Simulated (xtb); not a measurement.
C3H4ClNSi, SMILES Cl[Si@@H]1C=CN=C1. All values are semi-empirical tight-binding results from xtb (GFN2-xTB unless named), good for trends rather than for accurate numbers. Coordinates come from a GFN2-xTB optimisation. The structure was generated by enumeration; whether it is a known compound was not checked.

Optimised geometry:

Bonded distances (Å): Cl1–Si2 2.014, Si2–C3 1.887, Si2–C6 1.918, Si2–H7 1.457, C3–C4 1.339, C3–H8 1.075, C4–N5 1.401, C4–H9 1.080, N5–C6 1.272, C6–H10 1.080. Bond angles (°): Cl1–Si2–C3 115.1, Cl1–Si2–C6 114.5, Cl1–Si2–H7 112.0, C3–Si2–C6 85.4, C3–Si2–H7 114.8, C6–Si2–H7 112.6, Si2–C3–C4 108.1, Si2–C3–H8 129.9, C4–C3–H8 121.9, C3–C4–N5 119.7, C3–C4–H9 125.8, N5–C4–H9 114.6, C4–N5–C6 114.0, Si2–C6–N5 112.8, Si2–C6–H10 129.8, N5–C6–H10 117.4.

```yaml
orbital_gap: 1.83 eV
dipole_moment: 1.74 D
zero_point_energy: 38.8 kcal/mol
G − E(el) at 298.15 K (modified RRHO): 19.4 kcal/mol
static polarisability (D4 model): 79.3 bohr³
solvation energy, GFN2-xTB/ALPB(water): -2.5 kcal/mol
solvation energy, GFN2-xTB/ALPB(acetonitrile): -4.6 kcal/mol
```

Task: Give the atomic charges and the Wiberg bond orders between heavy atoms. (The exact figures need the calculation; the answer reports its results.)

Result: charges (e) Cl1 -0.21, Si2 0.49, C3 -0.15, C4 0.04, N5 -0.22, C6 -0.03, H7 -0.05, H8 0.04, H9 0.04, H10 0.04. Bond orders Cl1–Si2 1.11, Si2–C3 0.90, C3–C4 1.86, C4–N5 1.11, Si2–C6 0.84, N5–C6 1.88.
